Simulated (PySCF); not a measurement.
C₈H₁₀.
Geometry (GFN2-xTB, Å), atoms numbered from 1 in this order:
```
atom  x, y, z in Å
C1     3.6255   -0.1467   -0.0897
C2     2.2192   -0.1156   -0.4317
C3     1.0590   -0.0839   -0.7309
C4    -0.3563   -0.0637   -1.0535
C5    -1.0852   -1.2583   -0.4899
C6    -2.1884   -0.9117    0.1469
C7    -2.4196    0.5694    0.1244
C8    -1.0982    1.1374   -0.4197
H9     4.1452    0.6807   -0.5726
H10    4.0691   -1.0851   -0.4229
H11    3.7510   -0.0606    0.9896
H12   -0.4602   -0.0585   -2.1474
H13   -0.7057   -2.2553   -0.6317
H14   -2.8877   -1.5810    0.6189
H15   -2.6619    0.9622    1.1134
H16   -3.2589    0.8035   -0.5375
H17   -1.2593    1.9375   -1.1402
H18   -0.4964    1.5362    0.3980
```

NICS = −σ at a ghost point: NICS(0) at the centroid of the ring atoms, NICS(1) 1 Å to either side along the normal of their mean plane, zz for the tensor component along that normal. Level: GIAO PBE0/pcSseg-1 (PySCF, non-relativistic, gas phase) on the GFN2-xTB geometry, one conformer.

Ring bond lengths (Å), with Mayer bond orders in brackets: C4–C5 1.509 (1.02), C5–C6 1.320 (1.88), C6–C7 1.499 (1.04), C7–C8 1.538 (1.04), C8–C4 1.547 (0.99).

Question: Give the NICS values of each ring in ppm.

Answer: 
```csv
ring,type,NICS(0),"NICS(1), two faces","NICS(1)zz, two faces",rms pucker (Å),"centre to ring atoms, mean (Å)"
C4–C5–C6–C7–C8,"5-membered carbocycle; formal bonds 1 double, 4 single",-3.0,-3.1 / -3.4,-3.6 / -2.7,0.07,1.26
```

Question: What can be read from them?

Answer: 
- C4–C5–C6–C7–C8: mean NICS(1)zz -3.1 ppm, shielded. C4, C7, C8 have four or more neighbours; no verdict on aromaticity is drawn.

Question: At the first NICS(1) probe listed for ring C4–C5–C6–C7–C8, 1 Å off the ring, what do the in-plane components average?

Answer: The isotropic value is a third of the trace: (3 × -3.1 − (-3.6))/2 = -2.9 ppm.

Question: Give the inner angles of the rings and the Hirshfeld charges of the ring atoms.

Answer: 
- C4–C5–C6–C7–C8: C4 103.3° (-0.014 e), C5 112.1° (-0.050 e), C6 112.4° (-0.048 e), C7 103.8° (-0.070 e), C8 105.7° (-0.061 e); sum 537.2° against 540° for a flat convex ring.

Question: What are the shieldings of the ring atoms and their hydrogens in the same run (means over atoms taken as equivalent)?

Answer: 
| atoms | environment | σ isotropic (ppm) | principal values of the symmetric part, first atom (ppm) |
| --- | --- | --- | --- |
| C4 | allylic carbon | 147.2 | 124.1, 153.8, 163.6 |
| C5 | alkene CH carbon | 46.0 | -60.3, 70.1, 128.3 |
| C6 | alkene CH carbon | 48.8 | -57.8, 63.0, 141.3 |
| C7 | allylic carbon | 149.7 | 123.6, 154.9, 170.5 |
| C8 | ring CH2 carbon | 152.2 | 121.5, 158.3, 176.8 |
| H12 | methine hydrogen | 28.06 | 24.0, 26.9, 33.3 |
| H13 | vinylic hydrogen | 25.93 | 23.9, 26.3, 27.6 |
| H14 | vinylic hydrogen | 25.85 | 24.3, 25.3, 27.9 |
| H15 | methylene hydrogen | 29.16 | 24.8, 27.2, 35.5 |
| H16 | methylene hydrogen | 29.20 | 24.7, 27.2, 35.7 |
| H17 | methylene hydrogen | 29.36 | 25.1, 28.2, 34.8 |
| H18 | methylene hydrogen | 29.80 | 24.4, 30.2, 34.8 |
